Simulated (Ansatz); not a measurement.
Two isomers of CH9NSi3: A = `N[Si@@H]1[SiH2][C@H]1[SiH3]`, B = `N[Si@@H]1C[Si@H]1[SiH3]`.

Program: Ansatz. Geometries: PBE0-D4/def2-TZVP. ΔE: electronic, gas phase. CCSD(T)/CBS adds triple-zeta CCSD(T) − MP2 to the extrapolated MP2 energy (def2 sets, frozen cores). Functionals use def2-TZVPP. B3LYP here is the variant with VWN-RPA as its local correlation; programs differ in this. Each species was taken in one conformer, which may not be the lowest.

Problem. Which is lower in electronic energy at CCSD(T)/CBS, and by how much? (Best estimate.)

Solution. Computed: A, by 14.5 kJ/mol.

Problem. Give E(B) − E(A) in kJ/mol with HF/def2-TZVPP, B3LYP, PBE-D4, CCSD(T)/def2-TZVPP, r2SCAN-D4, ωB97M-V, CCSD/def2-TZVPP. (Estimate.)

Solution. Ansatz gave: HF/def2-TZVPP 19.3, B3LYP 5.1, PBE-D4 -2.1, CCSD(T)/def2-TZVPP 13.2, r2SCAN-D4 5.5, ωB97M-V 17.7, CCSD/def2-TZVPP 14.4. The order is the other way round with PBE-D4.

Largest T1 diagnostic: 0.013.

The D4 term adds +4.6 kJ/mol with B3LYP and +2.3 kJ/mol with PBE0; it sums over pairs of atoms, weighted by their polarisabilities, and B3LYP, whose exchange is more repulsive, gets the larger term. From PBE to PBE0 (25 % exact exchange), in def2-TZVPP and without D4, E(B) − E(A) moves by +6.5 kJ/mol.
